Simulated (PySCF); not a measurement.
C3H7B.
Z-matrix (Å and degrees, PBE0-D3(BJ)/def2-SVP geometry), rows numbered from 1:
```
B 
C   1  1.5542
C   2  1.4921  1  118.54
C   3  1.3340  2  125.26  1  -131.10
H   1  1.2109  2  120.87  3   -21.09
H   1  1.2103  2  119.94  3   164.63
H   2  1.1020  1  113.65  3  -135.71
H   2  1.1220  1   96.06  3   116.03
H   3  1.0977  2  115.90  1    47.24
H   4  1.0950  3  121.51  2    -1.25
H   4  1.0926  3  121.44  2   178.35
```

Level of theory: PBE0-D3(BJ)/def2-SVP geometry optimisation, gas phase in PySCF 2.14.0.

Masses are those of the commonest isotopes; rigid-rotor values at the optimised geometry. The values belong to one conformer with, in the numbering `[BH2:1][CH2:2][CH:3]=[CH2:4]`, H–B1–C2–C3 -21° and 165°, B1–C2–C3–C4 -131°.

(1) Give the principal moments of inertia and the rotational constants in MHz.

(2) Classify the top.

(3) What does the inertial defect say?

(4) Give the other two planar moments, Paa and Pbb, and the rms extents of the mass along the axes.

(5) Give the coordinates in the principal-axis frame, origin at the centre of mass.

(6) Where do the levels up to J = 5 lie, in K?

(7) Predict some low-J microwave lines.

(8) Estimate the classical rotational partition function at 50 K, 200 K and 298.15 K.

Results:

(1) Ia = 18.67, Ib = 120.82, Ic = 127.40 u·Å²; 505379 MHz·u·Å²/I gives A = 27067, B = 4183, C = 3967 MHz.

(2) A near-prolate asymmetric top. Ray's parameter κ = (2B − A − C)/(A − C) = -0.981; −1 is the prolate and +1 the oblate limit.

(3) Not planar: Δ = Ic − Ia − Ib = -12.09 u·Å². For a rigid frame Δ = −2 Σ m c², so Σ m c² = 6.05 u·Å² lies off the ab plane: 3.09 from hydrogen and 2.95 from heavier atoms. The atom farthest from that plane is 1.29 Å away.

(4) Paa = Σ m a² = (Ib + Ic − Ia)/2 = 114.77 and Pbb = Σ m b² = (Ia + Ic − Ib)/2 = 12.63 u·Å². With the mass M = 54.06 u, the rms extents √(P/M) along a, b and c are 1.46, 0.48, 0.33 Å.

(5) The sense of each axis is arbitrary; atoms in the order of the calculation.
```csv
atom,mass (u),a (Å),b (Å),c (Å)
B1,11.009,-1.917,-0.219,0.271
C2,12.000,-0.614,0.456,-0.240
C3,12.000,0.647,-0.342,-0.248
C4,12.000,1.819,0.065,0.244
H5,1.008,-2.023,-1.425,0.297
H6,1.008,-2.878,0.460,0.553
H7,1.008,-0.465,1.479,0.143
H8,1.008,-0.965,0.609,-1.295
H9,1.008,0.573,-1.351,-0.674
H10,1.008,1.940,1.059,0.686
H11,1.008,2.698,-0.583,0.229
```

(6) Above 0(0,0), as E/k:
J = 1: 1(0,1) 0.391, 1(1,1) 1.489, 1(1,0) 1.500
J = 2: 2(0,2) 1.173, 2(1,2) 2.261, 2(1,1) 2.292, 2(2,1) 5.587, 2(2,0) 5.587
J = 3: 3(0,3) 2.346, 3(1,3) 3.419, 3(1,2) 3.481, 3(2,2) 6.761, 3(2,1) 6.761, 3(3,1) 12.278, 3(3,0) 12.278
J = 4: 4(0,4) 3.910, 4(1,4) 4.963, 4(1,3) 5.066, 4(2,3) 8.325, 4(2,2) 8.326, 4(3,2) 13.843, 4(3,1) 13.843, 4(4,1) 21.567, 4(4,0) 21.567
J = 5: 5(0,5) 5.864, 5(1,5) 6.892, 5(1,4) 7.048, 5(2,4) 10.281, 5(2,3) 10.283, 5(3,3) 15.799, 5(3,2) 15.799, 5(4,2) 23.523, 5(4,1) 23.523, 5(5,1) 33.454, 5(5,0) 33.454
The levels of one J sum to (2J + 1)J(J + 1)(A + B + C)/3.

(7) The dipole components are |μa| = 0.04 D, |μb| = 0.34 D, |μc| = 0.44 D. Intensities carry the squares of the components, which stand as 0.01 : 0.61 : 1.00 (a : b : c). Some lines, for components of 0.1 D or more:

| type | branch | J(Ka,Kc) | MHz | lower level (cm⁻¹) |
| --- | --- | --- | --- | --- |
| b | R | 3(0,3) ← 2(1,2) | 1774 | 1.572 |
| b | R | 4(0,4) ← 3(1,3) | 10233 | 2.376 |
| c | Q | 3(1,3) ← 3(0,3) | 22351 | 1.631 |
| c | R | 1(1,0) ← 0(0,0) | 31250 | 0.000 |
| b | R | 2(1,2) ← 1(0,1) | 38968 | 0.272 |
| b | Q | 3(2,1) ← 3(1,2) | 68338 | 2.420 |
| b | Q | 2(2,1) ← 2(1,2) | 69301 | 1.572 |
| b | Q | 4(2,3) ← 4(1,4) | 70060 | 3.449 |
| c | R | 3(2,2) ← 2(1,2) | 93751 | 1.572 |
| c | R | 4(2,3) ← 3(1,3) | 102225 | 2.376 |
| c | R | 3(3,1) ← 2(2,1) | 139413 | 3.883 |
| b | R | 3(3,0) ← 2(2,1) | 139413 | 3.883 |

(8) Point group C1, symmetry number σ = 1; q = (√π/σ)·√((kT/h)³/(ABC)), k/h = 20836.6 MHz/K: 2810 at 50 K, 22500 at 200 K, 41000 at 298.15 K.

Stationary, but not proved a minimum. No vibrational averaging or centrifugal distortion is included, and the geometry carries the error of its method. Quadrupole hyperfine structure (11B) is left out.

The run took 19 s of wall time on Arm Neoverse V2, one thread, shared host with 96 logical CPUs at a one-minute load of 74, and the process peaked at 0.37 GiB of memory. This is the geometry optimisation.
